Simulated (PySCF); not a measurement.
C7H10N2S.
Numbering: `[CH2:1]=[C:2]([CH2:3][CH3:4])[c:5]1[n:6][c:7]([CH3:8])[n:9][s:10]1` (hydrogens: H11, H12 on C1; H13, H14 on C3; H15, H16, H17 on C4; H18, H19, H20 on C8)

A linear-response calculation (PySCF, def2-SVPD basis, gas phase, vertical, core orbitals frozen in the response) gave these numbers; the functional is withheld.

Orbital energies (eV): HOMO-3 -10.23, HOMO-2 -9.57, HOMO-1 -9.53, HOMO -8.36, LUMO -0.86, LUMO+1 1.03, LUMO+2 1.23.

```
state  E (eV)       f  main configurations (H = HOMO, L = LUMO)
   S1    4.71   0.142                                 H→L (95%)
   S2    4.93  0.0020                  H-2→L (82%), H-1→L (12%)
   S3    5.69   0.060     H-3→L (41%), H-1→L (31%), H→L+1 (10%)
   S4    5.79   0.122     H-1→L (47%), H-3→L (24%), H→L+1 (11%)
   S5    5.88  0.0065                  H→L+1 (53%), H-3→L (25%)
   S6    6.70   0.042                               H-4→L (89%)
```

Triplets (Tamm–Dancoff): T1 3.09 eV, H→L (88%); T2 4.23 eV, H-1→L (62%), H→L+3 (12%); T3 4.55 eV, H-2→L (84%); T4 4.82 eV, H-4→L (47%), H-1→L (16%).

Vertical ionisation energy by ΔSCF with the same functional: 8.99 eV. Mean static polarisability: 115.9 au.

Question: Name the functional.
A. PBE0
B. CAM-B3LYP
C. PBE
D. HF

Answer: B. CAM-B3LYP is range-separated, 19% exact exchange at short range and 65% at long range (ω = 0.33 bohr⁻¹). In this run −ε(HOMO) = 8.36 eV differs from the ΔSCF value by -0.63 eV, and S1 differs from the orbital gap of 7.50 eV by -2.79 eV. The ratio −ε(HOMO)/IP is 0.93. Small neutral molecules mostly give 0.85 to 0.93 with CAM-B3LYP, 0.5 to 0.7 with PBE, 0.7 to 0.83 with PBE0; with Hartree–Fock the ratio is 1 or more (Koopmans' value less the relaxation energy is the ΔSCF value). The other options: PBE, a GGA without exact exchange; HF, time-dependent Hartree–Fock, 100% exact exchange; PBE0, a global hybrid with 25% exact exchange.

The calculation used TDDFT CAM-B3LYP/def2-SVPD, vertical, gas phase, core orbitals frozen in the response (PySCF 2.14.0, density-fitted response routines). Isolated species at its PBE0-D3(BJ)/def2-SVP geometry (one conformer only).

The values belong to the conformer `[CH2:1]=[C:2]([CH2:3][CH3:4])[c:5]1[n:6][c:7]([CH3:8])[n:9][s:10]1`: C1–C2–C3–C4 110°, C1–C2–C5–N6 168°.
